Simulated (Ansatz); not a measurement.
Job for Ansatz (a program for electronic structure): R-wB97M-V/def2-TZVPP on CH4FGaO (SMILES [CH3][Ga]([OH])[F]).

Ansatz 0.2 input:
```yaml
crystal:
  periodic: [false, false, false]
  atoms:
    - {symbol: C, position_ang: [-1.32335088, -0.21312972, -0.07846133]}
    - {symbol: Ga, position_ang: [0.55408124, 0.29240473, 0.05840128]}
    - {symbol: O, position_ang: [1.95912222, -0.80801809, -0.02591791]}
    - {symbol: F, position_ang: [1.04953764, 1.98090375, 0.29119595]}
    - {symbol: H, position_ang: [-1.84687919, 0.08152700, 0.83058696]}
    - {symbol: H, position_ang: [-1.41554458, -1.28803045, -0.21991588]}
    - {symbol: H, position_ang: [-1.77981792, 0.30633685, -0.92053451]}
    - {symbol: H, position_ang: [2.80285145, -0.35199407, 0.06464542]}
basis:
  gaussian:
    orbitals: def2-TZVPP
hamiltonian:
  xc: {name: wB97M-V}
scf: {lower_state_search: off}
```

Output:

```
WARN ansatz: RAYON_NUM_THREADS=1 ignored (pool sized by the plan → 1); use --threads N
Functional definition: wB97M-V
these checks for a lower state are left out or cut short: stability, starts, cluster_reference, orbital_swaps, neighbouring_geometries, increment
integrals: 0.15 GiB planned
1126 factors; their error is unknown
integrals: 0.18 GiB planned
257 factors; integrals over basis functions are off by at most 8.6e-6 eV
mean field: 1.23 GiB planned
mean field evaluation 1: about -58236.3425 eV, gradient 7.0e1 eV
mean field evaluation 2: about -58234.2838 eV, gradient 8.4e1 eV
mean field evaluation 4: about -58244.2993 eV, gradient 1.9e0 eV
mean field evaluation 8: about -58244.4208 eV, gradient 3.0e-1 eV
mean field evaluation 16: about -58244.4209 eV, gradient 1.0e-5 eV
mean field -58244.42092977 eV, -2140.4429896825 hartree, gradient 3.7e-6 eV, S^2 0.000000; 0 other end points of the search recorded, 0 dependent functions left out
reference -58244.42097554 eV, -2140.4429913644 hartree; 29, 29 occupied and 168, 168 virtual orbitals, 1126 factors
Total energy: -58244.42097554 eV, -2140.4429913644 hartree
Checks for a lower state left out: stability, starts, cluster_reference, orbital_swaps, neighbouring_geometries, increment
```

The run converged.

Cost: roughly 10 core-seconds.
